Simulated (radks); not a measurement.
Spherical quantum dot in the effective-mass picture: electrons in a hard-walled sphere of radius 8.34, with a point charge +1 (a donor) at the centre, all in effective atomic units (hartree* = m*/eps^2 hartree, bohr* = eps/m* bohr), one dielectric constant everywhere. Calculated with a radial shooting solver with Libxc functionals: non-relativistic Kohn-Sham, LDA (Slater exchange, Perdew-Wang correlation), spin-polarised, spherical densities. Levels are named by radial order and angular momentum (1s, 1p, 1d, 2s, ...), and open shells are averaged over m.

N = 2, configuration 1s2. This is the lowest configuration that the search found. Occupied and some empty levels:

level,occupation,eigenvalue (hartree*),<r> (bohr*)
1s,2,0.087956,2.373
1p,0,0.24260,4.886
2s,0,0.26227,4.542
1d,0,0.33801,5.406

Energy (hartree*): total -0.503827, kinetic 0.50700, external -1.3931, Hartree 0.80912, exchange-correlation -0.42681. Static polarisability (adiabatic kernel): 52.90 bohr*^3.

Electron density:

r (bohr*),n(r) (e/bohr*^3)
0.112,0.2599
0.744,0.07827
1.38,0.02717
2.01,0.01081
2.64,0.004814
3.27,0.002329
3.90,0.001188
4.54,0.0006209
5.17,0.0003227
5.80,0.0001606
6.43,0.00007224
7.07,0.00002636
7.70,5.574e-06
8.33,4.637e-09
